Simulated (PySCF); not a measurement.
**Electronic structure of [MnO4]2-**

[MnO4]2- holds Mn(VI), d1, at total charge -2. The structure is a PBE0-D3(BJ)/def2-TZVP, IEF-PCM water geometry optimised for multiplicity 2; coordination tetrahedral, point group Td, metal–donor distances 1.63 Å.

The d shell alone is too small an active space for [MnO4]2- (an active orbital has only 0.52 squared overlap with the free ion's shell): its levels, fitted parameters, g values and moments show what this model gives and aren't sound predictions.

```
5

Mn    0.0000    0.0000    0.0000
O     0.9409    0.9409    0.9409
O     0.9409   -0.9409   -0.9409
O    -0.9409   -0.9409    0.9409
O    -0.9409    0.9409   -0.9409
```

Method (PySCF 2.14, density fitting): CASSCF(1,5) with orbitals averaged over all microstates of the shell, strongly contracted NEVPT2 on the averaged canonical orbitals; basis x2c-TZVPall on the metal, x2c-SVPall elsewhere; spin-free X2C; IEF-PCM water; spin-orbit coupling by state interaction with the mean-field operator over all roots.

## Spin-free states

| 2S+1 | deg. | symmetry | free-ion term | CASSCF / cm⁻¹ | NEVPT2 / cm⁻¹ | f(ED) | occupations |
| --- | --- | --- | --- | --- | --- | --- | --- |
| 2 | 2 | 2E | 2D 1.00 | 0 | 0 | – | 0.5 0.5 0.0 0.0 0.0 |
| 2 | 3 | 2T2 | 2D 1.00 | 18685 | 17273 | 8.4e-03 | 0.0 0.0 0.3 0.3 0.3 |

Energies are counted from the ground state at NEVPT2 level. Weights follow the labels. f(ED) is the electric-dipole oscillator strength from the ground state at the fixed geometry, without vibronic coupling; occupations, where given, run over the ligand-field orbitals from the lowest.

## Spin-orbit levels

```tsv
E / cm⁻¹	deg.	make-up	g (S′ = 1/2)
0.0	4	1.00 2E	–
17242.7	4	1.00 2T2	–
17365.0	2	1.00 2T2	0.82 0.82 0.83
```

## Magnetism

The ground state is orbitally degenerate (an E term, whose orbital moment is quenched to first order), so no simple spin Hamiltonian is given. The lowest spin-orbit level is 4-fold; the next lies at 17242.7 cm⁻¹. μeff is 1.72 μB at 300 K and 1.71 μB at 10 K; the spin-only value is 1.73 μB.

| T / K | χT / cm³ K mol⁻¹ | μeff / μB |
| --- | --- | --- |
| 2 | 0.363 | 1.70 |
| 5 | 0.363 | 1.70 |
| 10 | 0.363 | 1.71 |
| 20 | 0.363 | 1.71 |
| 30 | 0.364 | 1.71 |
| 50 | 0.364 | 1.71 |
| 75 | 0.364 | 1.71 |
| 100 | 0.365 | 1.71 |
| 150 | 0.366 | 1.71 |
| 200 | 0.367 | 1.71 |
| 250 | 0.367 | 1.71 |
| 300 | 0.368 | 1.72 |

Powder magnetisation at 2 K: 0.16 μB at 0.5 T, 0.31 μB at 1 T, 0.57 μB at 2 T, 0.75 μB at 3 T, 0.91 μB at 5 T, 0.96 μB at 7 T.

Charge-transfer states lie outside this active space and may come lower than some of these levels. The ground state is orbitally degenerate in this regular structure, which would distort (Jahn–Teller), so its moment is that of the undistorted model. NEVPT2 on the d shell alone tends to put d–d bands too high for such charged or covalently bound ions.

The job took 4.2 s on one thread of Arm Neoverse V1 (shared host), with 104 basis functions, launched as `OMP_NUM_THREADS=1 python lf_run.py task.json out`.
